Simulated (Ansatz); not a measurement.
`C[S][Zn][Br]` + H–F → `C[S][Zn][F]` + HBr at 298.15 K and 1 bar (ligand exchange at a Zn–Br bond).

Gas-phase electronic energies from Ansatz, PBE0-D4/def2-TZVP geometries. CBS: MP2 limit from def2 TZ/QZ plus the TZ coupled-cluster correction, frozen cores. This one scheme is used for every species. For Br, Zn outer-core shells are correlated without core-valence functions, which leaves a few kJ/mol of doubt a bond. Scalar relativity is left out up to krypton. Each species was taken in one conformer, which may not be the lowest.

```
       species  CCSD(T)/CBS energy (Eh)  H − E (kJ/mol)  S (J/(mol·K))
`C[S][Zn][Br]`              -4789.42259           124.6          361.0
           H–F               -100.39570            33.5          173.6
 `C[S][Zn][F]`              -2315.86770           126.2          337.1
           HBr              -2573.91920            24.6          198.6
```

H − E and S are ideal-gas, rigid-rotor, harmonic terms from PBE0-D4/def2-TZVP, for one conformer and one mirror image of each species. 1 Eh = 2625.50 kJ/mol, R = 8.31446 J/(mol·K).

Task: By hand: ΔE, ΔH, ΔS and ΔG.

Result: ΔE = (-2315.86770) + (-2573.91920) − (-4789.42259) − (-100.39570) = 0.03139 Eh = 82.4 kJ/mol. Δ(H − E) = 126.2 + 24.6 − 124.6 − 33.5 = -7.3, so ΔH = 75.1 kJ/mol. ΔS = 337.1 + 198.6 − 361.0 − 173.6 = 1.1 J/(mol·K). ΔG = 75.1 − 298.15 × (1.1)/1000 = 74.8 kJ/mol.

Task: By hand: the equilibrium constant, and the temperature at which ΔG would vanish if ΔH and ΔS stayed fixed.

Result: log₁₀ K = −ΔG/(RT ln 10) = -13.1. ΔG = 0 at ΔH/ΔS = 68273 K, far beyond where these terms or the molecules hold.

The number of gas molecules stays the same, so ΔS is small and ΔH decides. A doubt of 5 kJ/mol in ΔE shifts log₁₀ K by 0.9 here. Other conformers and mirror images would add mixing entropy, several J/(mol·K) or more a flexible species. These are equilibria of isolated gas molecules and say nothing of rates. Largest T1 diagnostic: 0.015 (customary marks: 0.02 for closed shells, 0.045 for open ones).
